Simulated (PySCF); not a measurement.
Structure with atom numbers: `[O:1]=[C:2]([Cl:3])[C:4]([F:5])([F:6])[F:7]`.

Geometry: PBE0-D3(BJ)/def2-SVP; GIAO shifts from PySCF 2.14, gas phase, non-relativistic, averaged over equivalent atoms.

At PBE0/def2-SVP (102 basis functions, 6.4 s wall time on 1 thread of an Arm Neoverse V1, shared host):
```csv
atoms,δ (ppm)
O1,567.4
C2,168.1
C4,116.5
Cl3,397.2
F5/F6/F7,-72.3
```

δ = σ(ref) − σ, references computed at the same level: 17O (343.04 ppm) against H2O; 13C (193.72 ppm) against TMS; 35Cl (968.34 ppm) vs HCl; 19F (214.64 ppm) vs CFCl3.

Q: Estimate the result of repeating the calculation with PBE0/aug-cc-pVDZ.

A: 
| atoms | δ at PBE0/aug-cc-pVDZ | change |
| --- | --- | --- |
| O1 | 551.2 | -16.2 |
| C2 | 167.6 | -0.5 |
| C4 | 115.0 | -1.5 |
| Cl3 | 411.9 | +14.7 |
| F5/F6/F7 | -81.1 | -8.8 |

Referencing at the same level of theory: 17O (σref 335.91) vs H2O; 13C (σref 195.12) vs TMS; HCl for 35Cl (σref 967.65); CFCl3 for 19F (σref 194.15).

The largest change is at O1 (carbonyl oxygen). Cost: 165 basis functions, 13 s wall time on 1 thread of an Arm Neoverse V1, shared host.

Carbons that carry Cl, above all several Cl atoms, come out too deshielded, partly because spin–orbit coupling is missing. Unscaled 19F shifts against computed CFCl3 carry errors that often reach 10 to 50 ppm. Unscaled 17O shifts of doubly bonded oxygen tend to come out too high, by tens of ppm or more. Experimental scales use liquid or dissolved standards, which lie at an offset from isolated H2O (liquid H2O: subtract about 36 ppm).
